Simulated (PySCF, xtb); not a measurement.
Ti(OH)2(NH2)2 (H₆N₂O₂Ti), SMILES [NH2][Ti]([NH2])([OH])[OH], multiplicity 1.

GFN2-xTB (xtb 6.7.1) at its own geometry gives an orbital gap of 3.22 eV and a dipole moment of 0.95 D.

Geometry: B3LYP-D3(BJ)/def2-SVP. The spin state was assumed, not searched. The structure was generated by enumeration; whether it is a known compound was not checked. Other conformers were not sampled.

### Question
What does B3LYP/def2-TZVP run with PySCF give? (An estimate is asked for; the answer gives what the named calculation found.)

### Answer
gap 5.59 eV (levels -6.76 and -1.16 eV), dipole 0.84 D.
